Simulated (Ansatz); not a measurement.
Isolated molecules relaxed with PBE0-D4/def2-TZVP in Ansatz; ΔE leaves out vibrations. CCSD(T)/CBS is the MP2 limit (def2-TZVPP, def2-QZVPP) plus CCSD(T) − MP2 in def2-TZVPP, frozen cores. This one scheme is used for every species. Functionals use def2-TZVPP. HSE06 is defined as in plane-wave codes. Each species was taken in one conformer, which may not be the lowest.

Reaction (hydrogenolysis of a C–Si bond): `C=C([SiH3])C[SiH3]` + H₂ → `C=CC[SiH3]` + SiH₄

`C=C([SiH3])C[SiH3]`:

Z-matrix (Å, degrees):
```
Si
C 1 1.870
H 1 1.488 2 111.3
H 1 1.490 2 109.6 3 118.4
H 1 1.485 2 109.5 3 -121.2
C 2 1.501 1 118.8 3 -57.1
C 2 1.334 1 119.1 3 122.8
Si 6 1.888 2 111.5 1 88.9
H 6 1.095 2 111.7 1 -32.3
H 6 1.096 2 111.0 1 -151.6
H 7 1.085 2 121.9 1 -1.3
H 7 1.089 2 121.7 1 178.5
H 8 1.486 6 109.2 2 64.5
H 8 1.486 6 110.6 2 -55.3
H 8 1.489 6 110.1 2 -175.7
```

H₂:

Z-matrix (Å, degrees):
```
H
H 1 0.746
```

`C=CC[SiH3]`:

```xyz
12

C     1.462   -0.207    1.419
C     0.518   -0.728    0.646
C     0.206   -0.299   -0.746
Si   -1.398    0.691   -0.814
H     2.118    0.582    1.062
H     1.613   -0.551    2.435
H    -0.115   -1.515    1.053
H     0.089   -1.166   -1.405
H     1.011    0.319   -1.156
H    -1.241    1.965   -0.065
H    -1.759    0.999   -2.226
H    -2.505   -0.091   -0.201
```

SiH₄:

```xyz
5

Si    0.000    0.000    0.000
H    -1.028   -0.996    0.393
H    -0.208    1.254    0.766
H    -0.115    0.283   -1.453
H     1.351   -0.541    0.294
```

(1) Is it downhill or uphill in electronic energy at CCSD(T)/CBS, and by how much? (Estimate.)

(2) What do these levels give: B97M-V, HSE06-D4, PBE-QIDH, r2SCANh, RPA@PBE/def2-TZVPP, HF/def2-SVP, HF/def2-TZVPP, CCSD/def2-TZVPP, HF/def2-QZVPP, MP2/def2-QZVPP, SCS-MP2/def2-QZVPP, CCSD/CBS(def2)? (Estimate.)

Largest T1 diagnostic among the species: 0.011.

Answers

(1) The calculation gave: Downhill: ΔE = -23.2 kJ/mol.

(2) The calculation gave: B97M-V -30.4, HSE06-D4 -24.7, PBE-QIDH -27.7, r2SCANh -27.8, RPA@PBE/def2-TZVPP -27.9, HF/def2-SVP -60.2, HF/def2-TZVPP -56.1, CCSD/def2-TZVPP -32.8, HF/def2-QZVPP -55.9, MP2/def2-QZVPP -16.6, SCS-MP2/def2-QZVPP -24.6, CCSD/CBS(def2) -29.4 kJ/mol.

Leaving LDA and LC-ωPBE aside and taking each functional with its dispersion term where it has one, the values, not all of them listed here, spread over 19.2 kJ/mol, from B2PLYP to revPBE-D4. LDA lies +8.7 kJ/mol from PBE without D4. At CCSD(T), def2-SVP lies −13.1 kJ/mol from the extrapolated value and def2-TZVPP −3.4 kJ/mol.
